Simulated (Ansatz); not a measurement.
Ansatz (a quantum-chemistry and plane-wave program) input (BLYP/def2-TZVPD):

Ansatz 0.2 input:
```yaml
crystal:
  periodic: [false, false, false]
  atoms:
    - {symbol: Ca, position_ang: [-0.00000000, -0.00000000, -0.64726545]}
    - {symbol: O, position_ang: [0.00000000, 0.00000000, 1.33220972]}
    - {symbol: H, position_ang: [0.00000000, 0.00000000, 2.28763111]}
basis:
  gaussian:
    orbitals: def2-TZVPD
hamiltonian:
  xc: {name: BLYP}
magnetization: {spin_polarized: true, initial_magnetization: 1}
output: {forces: true}
```

Output:

```
Functional definition: BLYP
integrals: 0.02 GiB planned
602 factors; their error is unknown
mean field: 0.22 GiB planned
mean field evaluation 1: about -20492.1757 eV, gradient 5.6e1 eV
mean field evaluation 2: about -20293.9943 eV, gradient 1.5e2 eV
mean field evaluation 4: about -20501.9137 eV, gradient 1.5e1 eV
mean field evaluation 8: about -20503.1872 eV, gradient 9.3e-2 eV
mean field evaluation 16: about -20503.1455 eV, gradient 2.5e-5 eV
mean field -20503.14549366 eV, -753.4766993607 hartree, gradient 2.5e-5 eV, S^2 0.750076; 0 other end points of the search recorded, 0 dependent functions left out
the calculation of the forces begins
reference -20503.14575819 eV, -753.4767090821 hartree; 15, 14 occupied and 70, 71 virtual orbitals, 602 factors
Total energy: -20503.14575819 eV, -753.4767090821 hartree
Atom 0 at    -0.000000    -0.000000    -0.647265 Å, force     0.000000     0.000000    -0.182476 eV/Å
Atom 1 at     0.000000     0.000000     1.332210 Å, force    -0.000000    -0.000000    -0.368107 eV/Å
Atom 2 at     0.000000     0.000000     2.287631 Å, force     0.000000     0.000000     0.550583 eV/Å
Dipole moment:     0.000000    -0.000000    -0.243852 e Å
```

It need not be the lowest isomer of its formula.
